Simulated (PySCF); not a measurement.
# [TaH4]+: one run

[TaH4]+ (singlet). PySCF 2.14.0, RKS B3LYP, Ta def2-SVP with ECP60, H def2-SVP; non-relativistic Hamiltonian with scalar-relativistic core potentials where named; density fitting; no spin-orbit coupling. Purpose: singlet excitations, Tamm-Dancoff B3LYP.

```python
mol = gto.M(atom='''
Ta    -0.08165     0.05900    -0.74947
H      1.47966    -0.05658    -0.05748
H      0.10404     1.32137     0.39069
H     -1.31272    -0.08898     0.43052
H      0.05635    -1.48051    -0.01427''',
    basis={'Ta': 'def2-SVP', 'H': 'def2-SVP'},
    ecp={'Ta': 'def2-SVP'},
    charge=1, spin=0)
mf = dft.RKS(mol, xc='B3LYP')
mf.grids.atom_grid = (50, 194)
mf = mf.density_fit()  # fitting sets: Ta def2-universal-JKFIT, H def2-universal-JKFIT
mf.conv_tol = 1e-08; mf.max_cycle = 55
mf.kernel(dm0)  # dm0: converged density of the relaxed state
td = mf.TDA(); td.nstates = 8; td.kernel()
```

Run from Python with OMP_NUM_THREADS=2; the lines above give its settings. Where DIIS fails, smearing, a level shift and second-order steps follow.
It took 3.7 s on 2 threads of Arm Neoverse V1, with other jobs on the host, from an already converged density.

**Question.** Where do the frontier levels lie, over both spins?

**Answer.** HOMO -14.59 eV, LUMO -9.71 eV. 

**Question.** What does the SCF print?

**Answer.** 
```
init E= -58.9946851195185
cycle= 1 E= -58.9950623874533  delta_E= -0.000377  |g|= 0.0184  |ddm|= 0.111
cycle= 2 E= -58.9948954866811  delta_E= 0.000167  |g|= 0.0284  |ddm|= 0.0648
cycle= 3 E= -58.9951618147217  delta_E= -0.000266  |g|= 0.00424  |ddm|= 0.0407
cycle= 4 E= -58.9951668442434  delta_E= -5.03e-06  |g|= 0.000251  |ddm|= 0.00451
cycle= 5 E= -58.9951668650427  delta_E= -2.08e-08  |g|= 3.34e-05  |ddm|= 0.000534
cycle= 6 E= -58.9951668654949  delta_E= -4.52e-10  |g|= 3.22e-06  |ddm|= 7.59e-05
Extra cycle  E= -58.9951668654956  delta_E= -6.96e-13  |g|= 3.93e-06  |ddm|= 1.03e-05
converged SCF energy = -58.9951668654956
```

**Question.** What are the Mulliken charges and spins?

**Answer.** 
| atom | charge (e) | spin (e) |
| --- | --- | --- |
| Ta1 | 1.110 | 0.000 |
| H2 | -0.028 | 0.000 |
| H3 | -0.027 | 0.000 |
| H4 | -0.027 | 0.000 |
| H5 | -0.028 | 0.000 |

**Question.** Which singlet excitations follow (Tamm-Dancoff, 8 states)?

**Answer.** 
```csv
state,eV,oscillator strength
1,3.17,0.0000
2,3.39,0.0000
3,3.47,0.0027
4,3.49,0.0027
5,4.04,0.0030
6,4.05,0.0030
7,5.33,0.0384
8,5.33,0.0387
```
Functionals without range separation put charge-transfer states too low; the basis has no diffuse functions.

The geometry was relaxed with r2SCAN (Ta def2-SVP with ECP60, H def2-SVP).
